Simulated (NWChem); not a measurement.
# C2H3ClF2; SMILES FC(F)(C)Cl

Program: NWChem. Pople sets run with spherical d functions. All runs use the structure optimised with PBE-D3(BJ)/def2-SVP.

Problem. Taking PBE/6-311++G** as the yardstick, which of these has the fewest basis functions while keeping “dipole (D)” within 0.05 D of it: PBE/STO-3G; PBE/3-21G; PBE/6-31G*; PBE/6-31+G*; PBE/6-311G**?

Solution. PBE/6-31+G* (a larger set in the list lies outside the tolerance).
```json
[
 {"level": "PBE/STO-3G", "basis functions": "32", "dipole (D)": "2.42"},
 {"level": "PBE/3-21G", "basis functions": "55", "dipole (D)": "2.36"},
 {"level": "PBE/6-31G*", "basis functions": "80", "dipole (D)": "2.10"},
 {"level": "PBE/6-31+G*", "basis functions": "100", "dipole (D)": "2.27"},
 {"level": "PBE/6-311G**", "basis functions": "116", "dipole (D)": "2.23"},
 {"level": "PBE/6-311++G**", "basis functions": "139", "dipole (D)": "2.29"}
]
```

The yardstick is one finite set, not the basis-set limit.
